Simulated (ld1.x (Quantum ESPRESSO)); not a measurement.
**O (Z = 8), TM: configuration errors across variants**

ld1.x (Quantum ESPRESSO) 7.5 input, shortened:

```
&input
   title='O', zed=8., rel=2, dft='PBE', iswitch=3,
   config='[He] 2s2 2p3 3d-2', rel_dist='average'
 /
 &inputp
   pseudotype=2, tm=.true., lloc=-1, rcloc=0.65,
   nlcc=.true., new_core_ps=.true., rcore=0.30
 /
3
2S  1  0   2.00   0.00  0.60  0.60  0.0
2P  2  1   3.00   0.00  1.50  1.50  0.0
3D  3  2  -2.00   0.25  1.30  1.30  0.0
 &test
   configts(1)='2s2 2p3'
 /
```

Open shells are filled in proportion to 2j + 1 (rel_dist='average').

All-electron excitation energies from the reference (eV): (1) 2s2 2p4 -16.431; (2) 2s2 2p2 33.586; (3) 2s2 2p1 87.455; (4) 2s0 2p6 13.506; (5) 2s2 2p3.5 -10.145; (6) 2s2 2p0 164.360; (7) 2s2 2p4.3 -18.553.

2 further variants failed, have other tests or another functional or relativity, and are left out.

Errors AE − PS in meV (a dash: test not solved or not reliable):

```tsv
change	(1)	(2)	(3)	(4)	(5)	(6)	(7)	bound ghosts
base	+15	+72	+505	+163	+6.0	+1801	+18	none
wave 2s (bound): rc 0.60 bohr becomes 2s (bound): rc 0.80 bohr	+14	+71	+500	+154	+5.9	+1787	+17	none
wave 2p (bound): rc 1.50 bohr becomes 2p (bound): rc 1.28 bohr	+7.9	+40	+288	+114	+3.2	+1070	+9.5	none
all radii but the core radius scaled by about 0.94 (s 0.56, p 1.40, d 1.22 bohr); local potential all-electron potential smoothed inside 0.60 bohr (lloc = -1)	+12	+60	+423	+148	+4.9	+1526	+15	none
local potential the p channel	-7.2	+46	+414	+142	-0.2	+1667	-16	none
```

Give the same row for: type RRKJ; local potential the d channel; rho0 0.02.

+20, +96, +655, +194, +8.2, +2286, +25; bound ghosts: none.
